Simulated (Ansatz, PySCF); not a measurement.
The pair A = CH3NO (SMILES NC=O) (first 6 atoms), B = H2Se (SMILES [SeH2]); geometry from B3LYP-D3(BJ)/def2-TZVP.
(charge 0, multiplicity 1):
```tsv
atom	x (Å)	y (Å)	z (Å)
N	-1.0944	-0.4170	0.1949
C	0.1748	-0.3141	-0.2577
O	1.1568	-0.1900	0.4447
H	-1.2677	-0.3853	1.1908
H	-1.8645	-0.5103	-0.4431
H	0.2406	-0.3562	-1.3601
Se	0.1270	0.0014	3.5432
H	-0.2982	-0.7062	4.7641
H	0.9117	-1.1463	3.0768
```

Frozen-core correlation. Filled d and f shells under p-block atoms count as core. Rows in 6-31G* carry no dispersion term and start afresh at each structure (6-31G* with six Cartesian d functions); the Pople sets are all-electron and without relativity. MP2/6-31G* freezes PySCF's default core, which leaves 3d correlated.

The values were computed with Ansatz (a quantum-chemistry and plane-wave program); PySCF for 6-31G* rows. Each number belongs to the level named beside it.

Total energies (hartree), monomers frozen at their geometry in the pair:

| structure | PBE/def2-TZVPPD | MP2/6-31G* | CCSD(T)/aug-cc-pVDZ |
|---|---|---|---|
| AB | -2572.1710901 | -2570.3614922 | -2570.6538644 |
| A in the pair's basis | -169.7810594 | -169.3972305 | -169.5095087 |
| B in the pair's basis | -2402.3848419 | -2400.9607084 | -2401.1388792 |
| A | -169.7810185 | -169.3940853 | -169.5089817 |
| B | -2402.3847299 | -2400.9597833 | -2401.1374369 |

Problem. Work out the interaction energy without and with the counterpoise correction, and the superposition error, for each level.

Solution. 
E(AB) − E(A) − E(B), times 627.509 kcal/mol, with the monomers in their own basis and then in the pair's basis:
- PBE/def2-TZVPPD: -3.35 uncorrected, -3.26 corrected; the monomers gain 0.10 kcal/mol from borrowed functions
- MP2/6-31G*: -4.78 uncorrected, -2.23 corrected; the monomers gain 2.55 kcal/mol from borrowed functions
- CCSD(T)/aug-cc-pVDZ: -4.67 uncorrected, -3.44 corrected; the monomers gain 1.24 kcal/mol from borrowed functions
